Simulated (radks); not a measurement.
Results of a calculation; reference values are marked as such.
Coulomb parameter of the 4f shell of the erbium ion Er3+ in the model configuration [Xe] 4f9.5 6p1.5, as a second difference U = [E(n + 0.25) + E(n - 0.25) - 2 E(n)] / (0.25)^2 with all orbitals relaxed. "Bare": the charge of the atom changes with n. "Screened": the 6p shell takes up the change at fixed total charge, which measures U(4f,4f) + U(6p,6p) - 2 U(4f,6p). Level of theory: Dirac Kohn-Sham, PBEsol, spin-unpolarised, spherical densities, point nucleus; open shells are shared between the two j in proportion to 2j + 1 (a radial shooting solver on a logarithmic mesh with Libxc functionals).

| case | configuration | E - E(n) (eV) |
|---|---|---|
| start | [Xe] 4f9.5 6p1.5 | 0.000 |
| bare +0.25 | [Xe] 4f9.75 6p1.5 | -12.776 |
| bare -0.25 | [Xe] 4f9.25 6p1.5 | 14.122 |
| screened +0.25 | [Xe] 4f9.75 6p1.25 | -7.673 |
| screened -0.25 | [Xe] 4f9.25 6p1.75 | 8.342 |

U(bare) = 21.540 eV, U(screened by 6p) = 10.697 eV.
